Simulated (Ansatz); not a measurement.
Two isomers of CH6GeSSi: A = `[SiH3][GeH]1[CH2][S]1`, B = `[CH2]1[SiH2][S][GeH2]1`.

Gas-phase electronic energies from Ansatz, PBE0-D4/def2-TZVP geometries. CCSD(T)/CBS adds triple-zeta CCSD(T) − MP2 to the extrapolated MP2 energy (def2 sets, frozen cores). DFT in def2-TZVPP. B3LYP here is the variant with VWN-RPA as its local correlation; programs differ in this. For Ge outer-core shells are correlated without core-valence functions, which leaves a few kJ/mol of doubt a bond. Scalar relativity is left out up to krypton.

Q: Which isomer does CCSD(T)/CBS put lower? Give the gap. (Estimate.)

A: The calculation gave: B, by 37.4 kcal/mol.

Q: Give E(B) − E(A) in kcal/mol with PBE0-D4, PBE-D4, CCSD/def2-TZVPP, CCSD(T)/def2-TZVPP, r2SCAN-D4, B3LYP-D4, B3LYP. (Estimate.)

A: Computed: PBE0-D4 -37.6, PBE-D4 -34.5, CCSD/def2-TZVPP -38.5, CCSD(T)/def2-TZVPP -37.7, r2SCAN-D4 -37.1, B3LYP-D4 -36.4, B3LYP -35.2. None reverses the order clearly.

Largest T1 diagnostic: 0.013.

In def2-TZVPP, CCSD(T) changes the Hartree–Fock value by +3.9 kcal/mol (the triples alone add +0.8 kcal/mol) and MP2 by +2.5 kcal/mol. The D4 term adds −1.2 kcal/mol with B3LYP and −0.5 kcal/mol with PBE0; it sums over pairs of atoms, weighted by their polarisabilities, and B3LYP, whose exchange is more repulsive, gets the larger term.
